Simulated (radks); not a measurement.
The numbers below are computed, except where a source is named.
Initial-state core-level shifts of the zinc ion Zn+ when its valence configuration changes from [Ar] 3d10 4s1. Code: a radial shooting solver on a logarithmic mesh with Libxc functionals. Model: Dirac Kohn-Sham, BLYP, spin-unpolarised, spherical densities, finite nucleus; open shells fill j = l - 1/2 first; Fermi nuclear charge, rms radius 3.9283 fm. Shifts are changes of the shell-averaged eigenvalues in eV (positive: less bound); the change of the density at the nucleus, which sets a Mossbauer isomer shift, is in e/bohr^3, on a base of 2.509e+04.

\begin{tabular}{lrrrrr}
valence & 1s & 2s & 2p & 3p & density at nucleus \\ \hline
3d9.5 4s1.5 & -3.599 & -3.998 & -3.959 & -3.466 & +8.197 \\
3d10 4p1 & -1.770 & -1.668 & -1.672 & -1.764 & -11.437 \\
3d10 4s0.5 4p0.5 & -0.902 & -0.850 & -0.853 & -0.899 & -5.569 \\
3d9 4s2 & -7.549 & -8.400 & -8.319 & -7.193 & +17.647 \\
3d9 4s1 4p1 & -9.283 & -10.057 & -9.977 & -8.908 & +5.042 \\
3d9 4p2 & -10.900 & -11.603 & -11.524 & -10.512 & -8.726 \\
3d9 4s0.5 4p1.5 & -10.105 & -10.843 & -10.763 & -9.723 & -1.703 \\
3d8 4s2 4p1 & -18.097 & -19.955 & -19.780 & -16.956 & +26.521 \\
\end{tabular}
